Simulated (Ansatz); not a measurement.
`[InH2][B]1CO1` + HBr → `[Br][InH2]` + `B1CO1`  (cleavage of the In–B bond)

Computed with Ansatz on PBE0-D4/def2-TZVP structures; ΔE is electronic, products minus reactants. CBS: MP2 limit from def2 TZ/QZ plus the TZ coupled-cluster correction, frozen cores. Functionals use def2-TZVPP. Elements past krypton have def2 core potentials. For Br, In outer-core shells are correlated without core-valence functions, which leaves a few kJ/mol of doubt a bond. Scalar relativity is left out up to krypton.

```csv
level,ΔE (kJ/mol),difference from CCSD(T)/CBS
revPBE-D4,-133.5,10.8
r2SCAN-D4,-146.0,-1.7
B97M-V,-145.4,-1.1
r2SCAN0-D4,-148.7,-4.4
PBE,-136.1,8.2
BHLYP,-156.5,-12.2
MP2/def2-SVP,-148.7,-4.4
CCSD/def2-SVP,-142.1,2.2
CCSD(T)/def2-TZVPP,-135.1,9.2
CCSD/CBS(def2),-147.0,-2.7
CCSD(T)/CBS,-144.3,0
```

(1) What do rigid-rotor, harmonic-oscillator terms from PBE0-D4/def2-TZVP frequencies (298.15 K, 1 bar) make of the CCSD(T)/CBS value? (Best estimate.)

Largest T1 diagnostic among the species: 0.016.

## Answers

(1) Ansatz gave: ΔZPE = +7.9 kJ/mol, ΔH = -139.4 kJ/mol, ΔS = 5 J/(mol·K), ΔG = -141.0 kJ/mol.

At CCSD(T), def2-SVP lies +4.7 kJ/mol from the extrapolated value and def2-TZVPP +9.2 kJ/mol. From BLYP to BHLYP (50 % exact exchange), in def2-TZVPP and without D4, ΔE moves by −12.0 kJ/mol. Leaving LDA and LC-ωPBE aside and taking each functional with its dispersion term where it has one, the values, not all of them listed here, spread over 21.8 kJ/mol, from BHLYP-D4 to revPBE-D4. LDA lies +7.8 kJ/mol from PBE without D4.
